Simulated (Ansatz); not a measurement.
F4MoO, triplet, geometry from GFN2-xTB (such geometries of metal compounds can be far from the true shape) (the multiplicity is a formal guess) (core potentials on Mo); Ansatz (a first-principles code) with B3LYP/def2-SVP.

Input for Ansatz:
Ansatz 0.2 input:
```yaml
crystal:
  periodic: [false, false, false]
  atoms:
    - {symbol: Mo, position_ang: [-0.03947196, -0.11583234, 0.08067065]}
    - {symbol: O, position_ang: [1.02430844, -0.79132614, 1.15477904]}
    - {symbol: F, position_ang: [-1.26475454, 0.47485748, -0.99623923]}
    - {symbol: F, position_ang: [0.51485747, 1.73023677, 0.33636674]}
    - {symbol: F, position_ang: [1.26930803, 0.34687144, -1.28081123]}
    - {symbol: F, position_ang: [-1.24570487, -1.30801375, 0.53775043]}
basis:
  gaussian:
    orbitals: def2-SVP
hamiltonian:
  xc: b3lyp
magnetization: {spin_polarized: true, initial_magnetization: 2}
accuracy: high
```

### Question
Write the output that Ansatz gives for this input, abridged.

### Answer

```
Functional definition: B3LYP
2203 factors; integrals over basis functions are off by at most 3.3e-9 eV
mean field evaluation 1: about -14747.7117 eV, gradient 5.9e1 eV
mean field evaluation 2: about -14529.3780 eV, gradient 2.0e2 eV
mean field evaluation 4: about -14750.3097 eV, gradient 4.9e1 eV
mean field evaluation 8: about -14759.9952 eV, gradient 2.6e0 eV
mean field evaluation 16: about -14760.2014 eV, gradient 2.5e-1 eV
mean field evaluation 32: about -14760.0778 eV, gradient 6.7e0 eV
mean field evaluation 64: about -14760.2056 eV, gradient 1.8e-5 eV
mean field evaluation 96: about -14760.1957 eV, gradient 4.9e-1 eV
mean field evaluation 128: about -14760.2445 eV, gradient 2.7e-1 eV
mean field evaluation 160: about -14760.2782 eV, gradient 7.4e-2 eV
mean field -14760.28781243 eV, -542.4305722244 hartree, gradient 5.0e-8 eV, S^2 2.012707; 12 other end points of the search recorded, 0 dependent functions left out
reference -14760.28785217 eV, -542.4305736849 hartree; 30, 28 occupied and 71, 73 virtual orbitals, 2203 factors
Total energy: -14760.28785217 eV, -542.4305736849 hartree
```
